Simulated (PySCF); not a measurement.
PBE on Al⁻ (aluminium, charge -1), [Ne] 3s2 3p2, high-spin 3P determinant. Computed with PySCF 2.14 in x2c-QZVPPall with one added diffuse shell each of s, p, d, f type (10s7p5d3f1g, 86 functions), with scalar relativity by spin-free X2C-1e.

```
cycle= 1 E= -242.698812113018  delta_E= -0.00997  |g|= 0.0198  |ddm|= 0.243
cycle= 2 E= -242.698456208032  delta_E= 0.000356  |g|= 0.0157  |ddm|= 0.146
cycle= 3 E= -242.698867727178  delta_E= -0.000412  |g|= 0.0119  |ddm|= 0.134
cycle= 4 E= -242.699104780332  delta_E= -0.000237  |g|= 0.000555  |ddm|= 0.0468
cycle= 5 E= -242.699105458621  delta_E= -6.78e-07  |g|= 7.16e-05  |ddm|= 0.00214
cycle= 6 E= -242.699105471427  delta_E= -1.28e-08  |g|= 1.02e-05  |ddm|= 0.00037
cycle= 7 E= -242.699105471726  delta_E= -2.99e-10  |g|= 5.34e-07  |ddm|= 6.38e-05
converged SCF energy = -242.699105471726  <S^2> = 2.0038044  2S+1 = 3.0025352
```

Highest occupied orbital energy: 1.296 eV; ⟨L²⟩ = 2.02; populations by l: s 6.00, p 8.00, d 0.00, f 0.00.

**Question.** Can this result be used?

**Answer.** With care. The run converged. At PBE the highest occupied level has a positive energy, so only the finite basis holds that electron; in a semilocal or global hybrid functional this comes from self-interaction and does not mean that the real anion is unbound.
